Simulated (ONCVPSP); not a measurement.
## osmium (Os): ONCV pseudisation with revPBE, scalar-relativistic reference atom.

osmium, optimised norm-conserving Vanderbilt (ONCV), made with ONCVPSP 4.0.1 (revPBE, scalar-relativistic). Core [Kr] 4d10 4f14, reference 5s2 5p6 5d6 6s1 (charge +1). Waves: 5s+6s: rc 1.80 bohr, ncon 4, nbas 7, qcut 5.7 1/bohr, 2 projectors; 5p: rc 1.65 bohr, ncon 4, nbas 9, qcut 8.4 1/bohr, 2 projectors, debl 2.8 Ha; 5d: rc 2.20 bohr, ncon 5, nbas 10, qcut 6.3 1/bohr, 2 projectors, debl 0.8 Ha. Local part: polynomial inside 1.65 bohr (lpopt 1, dvloc0 2 Ha). Core correction: Teter function, fcfact 1.75, rcfact 1.5.

All-electron outer shells of the reference configuration (revPBE, scalar-relativistic, ld1.x):

```csv
shell,level (eV),outermost node (bohr),outermost maximum (bohr)
5s,-99.51,0.51,0.91
4f,-59.92,–,0.40
5p,-58.85,0.55,1.03
5d,-14.07,0.60,1.36
6s,-13.03,1.20,2.39
```

Question: Estimate the cutoffs (Ha) at which the residual kinetic energy of the hardest occupied pseudo-wave falls to 1 and 0.1 mHa per electron.

Answer: 22 Ha and 28 Ha.

Question: Does the potential have ghost states?

Answer: No bound ghost flagged; no localised positive-energy state flagged.

Question: Which valence shell sets the plane-wave cutoff?

Answer: 5p: 22 Ha for 1 mHa per electron, against 15 Ha for 5d.

Question: Tests: 5s2 5p6 5d6 6s2; 5s2 5p6 5d6 6s0; 5s2 5p6 5d5 6s0; 5s2 5p6 5d6 6s1 6p1. Which has the largest error in its energy relative to the reference configuration, and how large is it?

Answer: 5s2 5p6 5d5 6s0, with -11 meV (all-electron minus pseudo) on +45.54 eV.
